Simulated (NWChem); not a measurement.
System: diarsenic (As₂); SMILES [As]#[As]

Results from NWChem. Coordinates come from a B3LYP/6-31G* (spherical d) optimisation. Level: PBE0/aug-cc-pVDZ; the question gives the wavelength of the field.

Question: Predict the results for field static. Quantities: isotropic polarisability (bohr³); anisotropy (bohr³).

Answer: 
```
Quantity                          Result
--------------------------------  ------
isotropic polarisability (bohr³)    61.9
anisotropy (bohr³)                  41.9
```
